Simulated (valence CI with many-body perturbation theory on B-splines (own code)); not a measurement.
E1 line list for Lu⁶⁶⁺

Computed by relativistic CI+MBPT: three valence electrons over a frozen Dirac-Fock core [He], radial functions for each j: 11 s, 11 p, 9 d, 7 f, 5 g, 2 h, 1 i, with the one-electron correlation potential Σ1 (screened to all orders), the two-electron term Σ2, the three-electron term Σ3, Breit, model QED; selected single and double excitations, second order for the rest (own B-spline code, finite nucleus).

The last digits are not significant, and no measured levels were compared; by estimate large intervals hold to a few tenths of a per cent, small ones and those within an open d or f shell to about a per cent.

Lines 201 to 250 of 280 in falling wavelength, among levels below 11935 eV, chosen from the strongest by gf and those to the six lowest levels. Wavelengths and rates use the calculated energies. Electric multipoles are in the length gauge, E1 and E2 with the static RPA response of the core. Weak lines are less certain than strong ones. Lines between different terms over intervals too small for the method are left out, as are lines whose strength nearly cancels. The highest levels of a list are the least certain.

Levels are named by their leading jj configuration (3d3/2^4 stands for four electrons in 3d with j = 3/2), which in mixed levels can hold well under half, so a name can repeat and another be missing. Letters in brackets count levels of one name in rising energy.

```tsv
λ vac (nm)	Upper	Lower	A (s⁻¹)	S (a.u.)
0.1248	(2p1/2^2 3p1/2) J=1/2	(2s 2p1/2^2) J=1/2	8.06e+14	1.54e-03
0.1247	(2p1/2 2p3/2 3p1/2) J=3/2 [a]	(2s 2p1/2 2p3/2) J=5/2	1.33e+14	5.10e-04
0.1245	(2p1/2 2p3/2 3p1/2) J=5/2	(2s 2p1/2 2p3/2) J=5/2	3.21e+14	1.83e-03
0.1245	(2s 2p1/2 3p1/2) J=1/2 [b]	(2s^2 2p1/2) J=1/2	2.15e+14	4.10e-04
0.1242	(2p1/2 2p3/2 3p1/2) J=1/2	(2s 2p1/2 2p3/2) J=3/2 [a]	5.54e+14	1.05e-03
0.1242	(2p1/2 2p3/2 3p1/2) J=3/2 [a]	(2s 2p1/2 2p3/2) J=3/2 [a]	3.52e+14	1.33e-03
0.1240	(2p1/2 2p3/2 3p1/2) J=5/2	(2s 2p1/2 2p3/2) J=3/2 [a]	6.23e+13	3.52e-04
0.1240	(2s 2p3/2 3p1/2) J=1/2	(2s^2 2p3/2) J=3/2	3.57e+14	6.71e-04
0.1240	(2s 2p3/2 3p1/2) J=3/2 [b]	(2s^2 2p3/2) J=3/2	2.36e+14	8.88e-04
0.1239	(2p1/2 2p3/2 3p1/2) J=3/2 [b]	(2s 2p1/2 2p3/2) J=5/2	3.49e+14	1.31e-03
0.1237	(2p1/2 2p3/2 3d3/2) J=3/2 [a]	(2p1/2^2 2p3/2) J=3/2	2.18e+14	8.13e-04
0.1235	(2p1/2 2p3/2 3p1/2) J=3/2 [b]	(2s 2p1/2 2p3/2) J=3/2 [a]	2.13e+13	7.90e-05
0.1235	(2s 2p3/2 3d3/2) J=3/2 [a]	(2s 2p1/2 2p3/2) J=1/2	2.23e+12	8.29e-06
0.1233	(2s 2p1/2 3d3/2) J=3/2 [a]	(2s 2p1/2^2) J=1/2	1.58e+14	5.86e-04
0.1233	(2p1/2 2p3/2 3d3/2) J=5/2 [b]	(2p1/2^2 2p3/2) J=3/2	1.58e+15	8.77e-03
0.1232	(2p1/2 2p3/2 3d3/2) J=3/2 [b]	(2p1/2^2 2p3/2) J=3/2	1.43e+15	5.28e-03
0.1231	(2p1/2 2p3/2 3d3/2) J=1/2 [b]	(2p1/2^2 2p3/2) J=3/2	1.63e+15	3.00e-03
0.1228	(2p1/2 2p3/2 3s) J=3/2 [a]	(2s^2 2p3/2) J=3/2	1.05e+12	3.85e-06
0.1228	(2s 2p1/2 3d3/2) J=3/2 [b]	(2s 2p1/2^2) J=1/2	1.54e+15	5.62e-03
0.1227	(2p1/2 2p3/2 3s) J=1/2	(2s^2 2p3/2) J=3/2	2.76e+12	5.03e-06
0.1227	(2s 2p1/2 3d3/2) J=1/2	(2s 2p1/2^2) J=1/2	1.49e+15	2.72e-03
0.1227	(2s 2p3/2 3d3/2) J=5/2 [a]	(2s 2p1/2 2p3/2) J=5/2	6.44e+14	3.52e-03
0.1226	(2s 2p3/2 3d3/2) J=3/2 [a]	(2s 2p1/2 2p3/2) J=5/2	2.33e+14	8.47e-04
0.1226	(2p1/2 2p3/2 3s) J=5/2	(2s^2 2p3/2) J=3/2	6.20e+12	3.39e-05
0.1226	(2s 2p3/2 3d3/2) J=7/2	(2s 2p1/2 2p3/2) J=5/2	1.28e+15	9.32e-03
0.1226	(2s 2p3/2 3d3/2) J=3/2 [b]	(2s 2p1/2 2p3/2) J=3/2 [b]	5.03e+14	1.83e-03
0.1225	(2s 2p3/2 3d3/2) J=3/2 [b]	(2s 2p1/2 2p3/2) J=1/2	6.13e+14	2.23e-03
0.1225	(2p1/2 2p3/2 3s) J=3/2 [b]	(2s^2 2p3/2) J=3/2	3.29e+12	1.19e-05
0.1225	(2p1/2^2 3s) J=1/2	(2s^2 2p1/2) J=1/2	1.56e+13	2.83e-05
0.1224	(2s 2p3/2 3d3/2) J=5/2 [b]	(2s 2p1/2 2p3/2) J=3/2 [b]	1.18e+15	6.43e-03
0.1223	(2s 2p3/2 3d3/2) J=1/2 [b]	(2s 2p1/2 2p3/2) J=1/2	1.14e+15	2.06e-03
0.1222	(2s 2p3/2 3d3/2) J=5/2 [a]	(2s 2p1/2 2p3/2) J=3/2 [a]	5.82e+14	3.15e-03
0.1222	(2s^2 3d3/2) J=3/2	(2s^2 2p1/2) J=1/2	1.25e+15	4.50e-03
0.1221	(2s 2p3/2 3d3/2) J=3/2 [a]	(2s 2p1/2 2p3/2) J=3/2 [a]	9.53e+14	3.43e-03
0.1221	(2s 2p3/2 3d3/2) J=1/2 [a]	(2s 2p1/2 2p3/2) J=3/2 [a]	1.18e+15	2.11e-03
0.1220	(2s 2p3/2 3d5/2) J=3/2 [a]	(2s 2p1/2 2p3/2) J=1/2	8.80e+13	3.16e-04
0.1219	(2s 2p3/2 3d5/2) J=1/2	(2s 2p1/2 2p3/2) J=1/2	7.59e+12	1.36e-05
0.1217	(2s 2p3/2 3d3/2) J=3/2 [b]	(2s 2p1/2 2p3/2) J=5/2	4.03e+12	1.43e-05
0.1215	(2s 2p3/2 3d5/2) J=5/2 [a]	(2s 2p1/2 2p3/2) J=5/2	2.48e+12	1.31e-05
0.1214	(2s 2p3/2 3d5/2) J=7/2 [a]	(2s 2p1/2 2p3/2) J=5/2	1.09e+13	7.71e-05
0.1212	(2s 2p3/2 3d5/2) J=3/2 [b]	(2s 2p1/2 2p3/2) J=1/2	3.51e+12	1.23e-05
0.1211	(2s 2p3/2 3d3/2) J=5/2 [b]	(2s 2p1/2 2p3/2) J=3/2 [a]	1.37e+13	7.19e-05
0.1211	(2p1/2 2p3/2 3p3/2) J=1/2 [a]	(2s 2p1/2 2p3/2) J=1/2	2.41e+14	4.22e-04
0.1210	(2p1/2 2p3/2 3p3/2) J=3/2 [a]	(2s 2p1/2 2p3/2) J=3/2 [b]	1.92e+14	6.73e-04
0.1210	(2p1/2 2p3/2 3p3/2) J=3/2 [a]	(2s 2p1/2 2p3/2) J=1/2	1.10e+14	3.84e-04
0.1208	(2s 2p1/2 3p3/2) J=3/2 [a]	(2s^2 2p1/2) J=1/2	1.52e+14	5.30e-04
0.1208	(2s 2p3/2 3p3/2) J=3/2 [a]	(2s^2 2p3/2) J=3/2	3.11e+14	1.08e-03
0.1208	(2p1/2 2p3/2 3p3/2) J=3/2 [b]	(2s 2p1/2 2p3/2) J=1/2	1.14e+14	3.97e-04
0.1206	(2p1/2 2p3/2 3p3/2) J=5/2 [b]	(2s 2p1/2 2p3/2) J=3/2 [b]	1.72e+14	8.94e-04
0.1206	(2s 2p3/2 3d5/2) J=7/2 [b]	(2s 2p1/2 2p3/2) J=5/2	2.99e+13	2.07e-04
```
